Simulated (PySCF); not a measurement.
C3H6OSi, SMILES C#C[SiH2]CO. Atoms are numbered in the order given.

```xyz
11

C      1.4955     1.9601     1.0025
C      1.1004     0.8532     0.6751
Si     0.4846    -0.8067     0.1882
C     -1.3576    -0.7228    -0.2628
O     -1.4882     0.0932    -1.4180
H      1.8455     2.9354     1.2873
H      0.6473    -1.7394     1.3378
H      1.2746    -1.3041    -0.9667
H     -1.7280    -1.7572    -0.4292
H     -1.9170    -0.3212     0.6074
H     -2.4312     0.1911    -1.6155
```
Charge 0, spin multiplicity 1.

Geometry: TPSSh-D3(BJ)/def2-SVP. This is a generated structure with no PubChem entry under its InChIKey; it may be hypothetical. Other conformers were not sampled.

Calculation: TDA-PBE0/def2-SVPD (PySCF 2.14.0).

Vertical excitations. Isolated molecule, no solvent.

Q: Give excitation energies, oscillator strengths and character. (Estimate from the structure and the level; the computed values follow.)

A: 
```csv
state,energy (eV),λ (nm),f,main pairs
S1,5.98,207,0.000,"HOMO−1→LUMO 52 %, HOMO→LUMO+1 21 %"
S2,6.22,199,0.006,"HOMO→LUMO 46 %, HOMO−1→LUMO+1 40 %"
S3,6.24,199,0.002,"HOMO→LUMO+1 59 %, HOMO−1→LUMO 26 %"
S4,6.78,183,0.001,"HOMO−2→LUMO 71 %, HOMO−2→LUMO+2 14 %"
S5,7.22,172,0.008,"HOMO−2→LUMO+1 60 %, HOMO−2→LUMO 16 %, HOMO−2→LUMO+2 11 %"
S6,7.32,169,0.077,"HOMO→LUMO+2 39 %, HOMO−3→LUMO 25 %, HOMO→LUMO 19 %"
S7,7.44,167,0.005,"HOMO−2→LUMO+2 51 %, HOMO−2→LUMO+1 25 %, HOMO−1→LUMO+2 8 %"
S8,7.63,162,0.021,"HOMO−1→LUMO+2 52 %, HOMO−2→LUMO+2 13 %, HOMO−1→LUMO 9 %"
S9,7.73,160,0.081,"HOMO−3→LUMO 43 %, HOMO→LUMO+2 27 %, HOMO−1→LUMO+2 10 %"
S10,7.75,160,0.013,"HOMO−3→LUMO+1 63 %, HOMO→LUMO+3 10 %"
T1,4.77,260,0,"HOMO→LUMO 32 %, HOMO−1→LUMO+1 31 %, HOMO−1→LUMO 5 %, HOMO→LUMO+1 5 %"
T2,5.27,235,0,"HOMO−1→LUMO 42 %, HOMO→LUMO+1 35 %"
T3,5.27,235,0,"HOMO−1→LUMO+1 46 %, HOMO→LUMO 32 %"
T4,5.98,207,0,"HOMO→LUMO+1 42 %, HOMO−1→LUMO 32 %, HOMO−1→LUMO+1 7 %"
```
Triplets are in the Tamm–Dancoff approximation.
